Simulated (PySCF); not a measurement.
A structure optimised at PBE0-D3(BJ)/def2-SVP, used in a PySCF frequency run:

```xyz
8

Cd    -0.1449     0.1716     0.2183
S     -2.2012     0.5077     1.2999
H     -2.6460     1.3721     0.3597
S      1.9183    -0.1595    -0.8443
C      1.5819    -1.5882    -1.9346
H      1.3060    -2.4890    -1.3696
H      2.5212    -1.7938    -2.4672
H      0.8069    -1.3700    -2.6821
```
Charge 0, spin multiplicity 1.

Problem. Write its SMILES and formula.

Solution. C[S][Cd][SH], CH4CdS2

Problem. What are its rotational constants (standard atomic weights)?

Solution. 12.763, 1.0458, 0.97937 GHz
